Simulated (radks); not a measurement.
Polarisability of the selenium ion Se4+, [Ar] 3d10 4s2, at imaginary frequency. All-electron calculation, scalar-relativistic Kohn-Sham, LDA (Slater exchange, VWN5 correlation), spin-polarised, spherical densities, finite nucleus; Fermi nuclear charge, rms radius 4.14 fm. Program: a radial shooting solver on a logarithmic mesh with Libxc functionals. Response by self-consistent Sternheimer equations with the Hartree and adiabatic LDA kernel, the relativistic mass of each level held fixed and spin-orbit coupling left out.

| w (hartree) | alpha1(iw) (bohr^3) | alpha2(iw) (bohr^5) |
|---|---|---|
| 0.00266 | 4.624 | 7.750 |
| 0.0143 | 4.622 | 7.749 |
| 0.0360 | 4.610 | 7.744 |
| 0.0697 | 4.573 | 7.726 |
| 0.118 | 4.480 | 7.680 |
| 0.186 | 4.285 | 7.580 |
| 0.280 | 3.925 | 7.373 |
| 0.413 | 3.354 | 6.977 |
| 0.605 | 2.603 | 6.268 |
| 0.892 | 1.814 | 5.138 |
| 1.35 | 1.155 | 3.638 |
| 2.12 | 0.6936 | 2.115 |
| 3.59 | 0.3907 | 0.9835 |
| 6.94 | 0.1831 | 0.3511 |
| 17.5 | 0.04983 | 0.07459 |

Static values: alpha1 = 4.624 bohr^3 (0.6852 angstrom^3; uncoupled 7.761), alpha2 = 7.750 bohr^5, alpha3 = 24.31 bohr^7. C6 = 12.00, C8 = 128.5, triple-dipole C9 = 38.69 atomic units. One-pole (London) frequency 4 C6 / (3 alpha1^2) = 0.748 hartree, against 2.286 for minus the highest occupied eigenvalue.
